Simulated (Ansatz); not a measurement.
Abridged output of a molecular run in Ansatz:

```
Functional definition: HF
1699 factors; integrals over basis functions are off by at most 1.1e-3 eV
mean field evaluation 1: about -66734.9713 eV, gradient 5.1e1 eV
mean field evaluation 2: about -66735.1464 eV, gradient 5.1e1 eV
mean field evaluation 4: about -66739.7058 eV, gradient 4.0e0 eV
mean field evaluation 8: about -66739.7676 eV, gradient 3.2e-1 eV
mean field -66739.76787385 eV, -2452.6412315246 hartree, gradient 2.5e-6 eV, S^2 0.000000; 0 other end points of the search recorded, 0 dependent functions left out
14 core orbitals not correlated: weight in the atoms' cores, before any rotation towards them, 1.000 or more for the frozen orbitals, at most 0.000 for the correlated occupied ones
reference -66739.76787385 eV, -2452.6412315246 hartree; 24, 24 occupied and 235, 235 virtual orbitals, 1699 factors
second order -36.66813062 eV of doubles, -0.00000000 eV of singles
cycle   1  -36.18043885 eV  change    4.9e-1 eV  update   1.3e-1
cycle   2  -36.98237930 eV  change   -8.0e-1 eV  update   3.7e-2
cycle   3  -37.15928287 eV  change   -1.8e-1 eV  update   1.8e-2
cycle   4  -37.14048883 eV  change    1.9e-2 eV  update   3.6e-3
cycle   5  -37.13769010 eV  change    2.8e-3 eV  update   1.4e-3
cycle   6  -37.13875888 eV  change   -1.1e-3 eV  update   3.7e-4
cycle   7  -37.13866178 eV  change    9.7e-5 eV  update   1.3e-4
cycle   8  -37.13856438 eV  change    9.7e-5 eV  update   3.5e-5
cycle   9  -37.13856252 eV  change    1.9e-6 eV  update   1.3e-5
perturbative correction -1.22261630 eV, -0.0449303203 hartree
Total energy: -66778.12905267 eV, -2454.0509788439 hartree
```

Its atoms:

Cartesian coordinates in Å:
```
C 0.326 0.457 -1.354
C 0.740 -0.192 -0.039
Ge -0.706 -0.297 1.223
F -1.355 1.238 1.633
F -0.279 -1.025 2.716
F -2.042 -1.203 0.640
H 1.175 0.495 -2.039
H -0.027 1.479 -1.204
H -0.472 -0.104 -1.844
H 1.542 0.364 0.454
H 1.099 -1.213 -0.185
```

Which basis set was used?
A. def2-TZVPP
B. cc-pV(D+d)Z
C. def2-SVPD
D. def2-QZVPP

A. It gives 273 functions.

Write the keys of the input that set method, charge and spin (a neutral closed shell needs none for the last two).


```yaml
correlation: {method: ccsd_t}
```
